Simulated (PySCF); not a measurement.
Species: CH₇NOSi₂.
SMILES with atom numbers: `[O:1]=[CH:2][NH:3][SiH2:4][SiH3:5]` (hydrogens: H6 on C2; H7 on N3; H8, H9 on Si4; H10, H11, H12 on Si5)

Structure used (GFN2-xTB), in Å, numbered top down from 1:
```
atom  x, y, z in Å
O1     0.648    1.540   -0.585
C2     1.557    0.764   -0.376
N3     1.401   -0.480    0.073
Si4   -0.217   -1.138    0.421
Si5   -1.680    0.571   -0.095
H6     2.605    1.064   -0.558
H7     2.239   -1.023    0.205
H8    -0.191   -2.372   -0.382
H9    -0.042   -1.586    1.811
H10   -1.576    1.733    0.783
H11   -1.718    0.915   -1.513
H12   -3.026    0.012    0.189
```

The calculation used TDDFT wB97X-D/def2-SVPD, vertical, gas phase, core orbitals frozen in the response in PySCF.

Ground-to-excited transition dipoles (e·a0, same axes as the geometry; the sign carries no meaning), for the states with f of 0.002 or more among the lowest 8:

| state | E (eV) | μx | μy | μz |
| --- | --- | --- | --- | --- |
| S1 | 5.797 | 0.006 | 0.040 | 0.113 |
| S2 | 6.799 | -0.152 | 0.015 | 0.002 |
| S4 | 7.079 | -0.014 | -0.047 | -0.116 |
| S5 | 7.348 | -0.262 | -0.870 | 0.323 |
| S8 | 7.745 | -0.015 | -0.036 | -0.113 |

**Question.** What oscillator strength does each state have?

**Answer.** f = (2/3) ΔE |μ|² with ΔE in hartree (27.2114 eV).

```json
{"state": "S1", "|μ|² (au)": "0.014", "|μ| (D)": "0.30", "f": "0.002"}
{"state": "S2", "|μ|² (au)": "0.023", "|μ| (D)": "0.39", "f": "0.004"}
{"state": "S4", "|μ|² (au)": "0.016", "|μ| (D)": "0.32", "f": "0.003"}
{"state": "S5", "|μ|² (au)": "0.929", "|μ| (D)": "2.45", "f": "0.167"}
{"state": "S8", "|μ|² (au)": "0.014", "|μ| (D)": "0.30", "f": "0.003"}
```

**Question.** The point group is Cs. Which irreducible representation does each state belong to?

**Answer.** The ground state is totally symmetric, so the direction of μ fixes the label. Polarised normal to the mirror plane, so A″: S1, S4 and S8. Polarised in the mirror plane, so A′: S2 and S5.

**Question.** Which bond between heavy atoms lies closest to the direction of the S5 transition dipole?

**Answer.** C2–N3, at 9° from it; next N3–Si4 at 50°.

**Question.** What peak molar absorption coefficient would the strongest computed level give as a lone Gaussian band 0.3 eV wide at half height?

**Answer.** ε(max) = 2.175×10⁸ f / FWHM, with the width in cm⁻¹. S5: 2.175×10⁸ × 0.1672 / 2420 ≈ 15000 L mol⁻¹ cm⁻¹.

One conformer stands for the species.
